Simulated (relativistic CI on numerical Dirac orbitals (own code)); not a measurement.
**Rh4+: L2,3 absorption edge**

Computed with this model: Dirac-Coulomb-Breit CI, separate exchange-only KLI orbitals for each configuration, a model potential for QED, valence Slater integrals scaled by 0.9, multiplet model of core-to-valence dipole absorption; configurations [Kr] 4d5 → [He] 2s2 2p5 3s2 3p6 3d10 4s2 4p6 4d6; 300 K; Lorentzian 1.6 eV and Gaussian 0.5 eV FWHM. Energies are those of the free ion, without screening or charge transfer. The branching ratio is the share of the lower-energy edge in the whole absorption, uncertain by about 0.02 where the edges overlap. S is read from ⟨S²⟩ = S(S + 1).

Field parameters in Wybourne normalisation: Oh B⁴₀ = 21Dq, B⁴₄ = √(5/14) B⁴₀. The field is a parameter set, without covalency.

Peaks in eV (height, largest 100): 3011.2 (100), 3154.0 (37).

Task: Which surroundings give this spectrum?
A. Oh, 10Dq = 16350 cm⁻¹
B. Oh, 10Dq = 25500 cm⁻¹
C. Oh, 10Dq = 34600 cm⁻¹
D. free ion

Result: D. free ion, where the ground state has S = 2.49.
